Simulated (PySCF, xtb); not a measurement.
Ge(Me)(OH)3 (CH6GeO3), SMILES [CH3][Ge]([OH])([OH])[OH].

GFN2-xTB (xtb 6.7.1) at its own geometry gives an orbital gap of 7.48 eV and a dipole moment of 1.30 D.

Geometry: B3LYP-D3(BJ)/def2-SVP. The values are those of a single conformer.

Problem. What does PBE/def2-TZVP run with PySCF give? (The exact figures need the calculation; the answer reports its results.)

Solution. gap 6.16 eV (levels -6.88 and -0.72 eV), dipole 0.45 D.
